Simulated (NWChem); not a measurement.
System: GaIF$_{2}$; SMILES [I][Ga]([F])[F]

NWChem input:

```
start job
memory heap 200 mb stack 900 mb global 1100 mb
geometry units angstroms noautoz
  Ga     0.000000     0.000000     1.108556
  F      0.000000    -1.466082     2.039826
  F      0.000000     1.466082     2.039826
  I      0.000000     0.000000    -1.329650
end
basis spherical
  * library def2-svpd
end
ecp
  I library def2-ecp
end
dft
  xc xcamb88 1.00 lyp 0.81 vwn_5 0.19 hfexch 1.00
  cam 0.33 cam_alpha 0.19 cam_beta 0.46
  iterations 150
end
tddft
  cis
  nroots 6
  notriplet
end
task tddft energy
```

Parts of the log:

```
             Northwest Computational Chemistry Package (NWChem) 7.3.0
             --------------------------------------------------------

 C2V symmetry detected

                             Geometry "geometry" -> ""
                             -------------------------

 Output coordinates in angstroms (scale by  1.889725989 to convert to a.u.)

  No.       Tag          Charge          X              Y              Z
 ---- ---------------- ---------- -------------- -------------- --------------
    1 Ga                  31.0000     0.00000000     0.00000000     1.10256920
    2 F                    9.0000     0.00000000    -1.46608200     2.03383920
    3 F                    9.0000     0.00000000     1.46608200     2.03383920
    4 I                   53.0000     0.00000000     0.00000000    -1.33563680

 Effective nuclear repulsion energy (a.u.)     678.6013953953

      Symmetry information
      --------------------

 Group name             C2v
 Group number             16
 Group order               4
 No. of unique centers     3

                                 NWChem DFT Module
                                 -----------------

 Summary of "ao basis" -> "ao basis" (spherical)
 ------------------------------------------------------------------------------
       Tag                 Description            Shells   Functions and Types
 ---------------- ------------------------------  ------  ---------------------
 Ga                        def2-svpd                14       38   6s4p4d
 F                         def2-svpd                 9       23   4s3p2d
 I                         def2-svpd                13       35   5s5p3d

      Symmetry analysis of basis
      --------------------------

        a1         50
        a2         14
        b1         23
        b2         32

            General Information
            -------------------
          SCF calculation type: DFT
          Wavefunction type:  closed shell.
          No. of atoms     :     4
          No. of electrons :    74
           Alpha electrons :    37
            Beta electrons :    37
          Charge           :     0
          Spin multiplicity:     1
          Use of symmetry is: off; symmetry adaption is: on
          Maximum number of iterations: 150
          AO basis - number of functions:   119
                     number of shells:    45
          Convergence on energy requested:  1.00D-06
          Convergence on density requested:  1.00D-05
          Convergence on gradient requested:  5.00D-04

              XC Information
              --------------
                     Hartree-Fock (Exact) Exchange  1.000
                   CAM-Becke88 Exchange Functional  1.000
                      VWN V Correlation Functional  0.190 local
              Lee-Yang-Parr Correlation Functional  0.810

           Range-Separation Parameters
           ---------------------------
           Alpha           :  0.19
           Beta            :  0.46
           Gamma           :  0.33
           Short-Range HF  :     F

             Grid Information
             ----------------
          Grid used for XC integration:  medium
          Radial quadrature: Mura-Knowles
          Angular quadrature: Lebedev.
          Tag              B.-S. Rad. Rad. Pts. Rad. Cut. Ang. Pts.
          ---              ---------- --------- --------- ---------
          Ga                  1.30      112          13.0       590
          F                   0.50       49          13.0       434
          I                   1.40      123          13.0       590
          Grid pruning is: on
          Number of quadrature shells:   333
          Spatial weights used:  Erf1

      Superposition of Atomic Density Guess
      -------------------------------------

 Sum of atomic energies:       -2468.69713013

      Non-variational initial energy
      ------------------------------

 Total energy =   -2418.504579
 1-e energy   =   -4313.735685
 2-e energy   =    1477.597086
 HOMO         =      -0.366793
 LUMO         =      -0.078349

      Symmetry analysis of molecular orbitals - initial
      -------------------------------------------------

  Numbering of irreducible representations:

     1 a1          2 a2          3 b1          4 b2

  Orbital symmetries:

[...]

                                NWChem TDDFT Module
                                -------------------

            General Information
            -------------------
           No. of orbitals :     238
            Alpha orbitals :     119
             Beta orbitals :     119
        Alpha frozen cores :       0
         Beta frozen cores :       0
     Alpha frozen virtuals :       0
      Beta frozen virtuals :       0
         Spin multiplicity :       1
    Number of AO functions :     119
        Use of symmetry is : off
      Symmetry adaption is : on
         Schwarz screening :  0.10D-07

              XC Information
              --------------
              Hartree-Fock (Exact) Exchange   1.00
            CAM-Becke88 Exchange Functional   1.00
               VWN V Correlation Functional   0.19 local
       Lee-Yang-Parr Correlation Functional   0.81
           Alpha           :  0.19
           Beta            :  0.46
           Gamma           :  0.33

             TDDFT Information
             -----------------
          Calculation type : Tamm-Dancoff TDDFT
         Wavefunction type : Restricted singlets
          No. of electrons :      74
           Alpha electrons :      37
            Beta electrons :      37
              No. of roots :       6
          Max subspacesize :    5200
            Max iterations :     100
               Target root :       1
           Target symmetry : none
      Symmetry restriction : off
                 Algorithm : Optimal
        Davidson threshold :  0.10D-03

    6 smallest eigenvalue differences (eV)
--------------------------------------------------------
  No. Spin  Occ  Vir  Irrep   E(Occ)    E(Vir)   E(Diff)
--------------------------------------------------------
    1    1   37   38 b2       -0.364    -0.060     8.274
    2    1   36   38 b1       -0.369    -0.060     8.420
    3    1   37   39 a2       -0.364    -0.021     9.339
    4    1   36   39 a1       -0.369    -0.021     9.485
    5    1   35   38 a1       -0.434    -0.060    10.166
    6    1   37   40 b2       -0.364     0.032    10.779
--------------------------------------------------------

  Entering Davidson iterations
  Restricted singlet excited states

  Iter   NTrls   NConv    DeltaV     DeltaE      Time
  ----  ------  ------  ---------  ---------  ---------
    1      6       0     0.15E+00   0.10+100       27.0
    2     12       0     0.56E-01   0.35E-01       25.6
    3     18       0     0.31E-01   0.58E-02       26.3
    4     24       0     0.10E-01   0.10E-02       36.6
    5     30       0     0.52E-02   0.23E-03       26.4
    6     36       3     0.72E-02   0.74E-04       35.0
    7     39       3     0.49E-01   0.25E-02       38.2
    8     42       4     0.17E-01   0.11E-02       37.6
    9     44       5     0.37E-02   0.14E-03       35.2
   10     45       5     0.81E-03   0.68E-05       33.7
   11     46       5     0.46E-03   0.83E-06       34.0
   12     47       5     0.28E-03   0.21E-06       33.8
   13     48       6     0.84E-04   0.42E-07       34.1
  ----  ------  ------  ---------  ---------  ---------
  Convergence criterion met

  Ground state a1      -2422.068468401430 a.u.

  ----------------------------------------------------------------------------
  Root   1 singlet b2             0.178956570 a.u.                4.8697 eV
  ----------------------------------------------------------------------------
     Transition Moments    X  0.00000   Y  0.30162   Z -0.00000
     Dipole Oscillator Strength                    0.0108536251
     Electric Quadrupole                           0.0000000061
     Magnetic Dipole                               0.0000000014
     Total Oscillator Strength                     0.0108536326

     Occ.   37  b2  ---  Virt.   38  a1      -0.98595
     Occ.   37  b2  ---  Virt.   40  a1       0.08964
     Occ.   37  b2  ---  Virt.   41  a1      -0.08652
     Occ.   37  b2  ---  Virt.   45  a1      -0.06095
  ----------------------------------------------------------------------------
  Root   2 singlet b1             0.183183748 a.u.                4.9847 eV
  ----------------------------------------------------------------------------
     Transition Moments    X -0.35524   Y  0.00000   Z -0.00000
     Dipole Oscillator Strength                    0.0154115586
     Electric Quadrupole                           0.0000000185
     Magnetic Dipole                               0.0000000432
     Total Oscillator Strength                     0.0154116202

     Occ.   36  b1  ---  Virt.   38  a1       0.98656
     Occ.   36  b1  ---  Virt.   40  a1      -0.09686
     Occ.   36  b1  ---  Virt.   41  a1       0.08043
     Occ.   36  b1  ---  Virt.   45  a1       0.06286
  ----------------------------------------------------------------------------
  Root   3 singlet a2             0.218836490 a.u.                5.9548 eV
  ----------------------------------------------------------------------------
     Transition Moments    X -0.00000   Y  0.00000   Z  0.00000
     Dipole Oscillator Strength                    0.0000000000
     Electric Quadrupole                           0.0000000000
     Magnetic Dipole                               0.0000000682
     Total Oscillator Strength                     0.0000000682

[...]
```

Level: CAM-B3LYP/def2-SVPD with def2 effective core potentials on I, TDA. Coordinates come from a PBE0/def2-SVP optimisation. Not confirmed as a minimum by frequencies. def2 effective core potentials on I; no spin-orbit coupling.
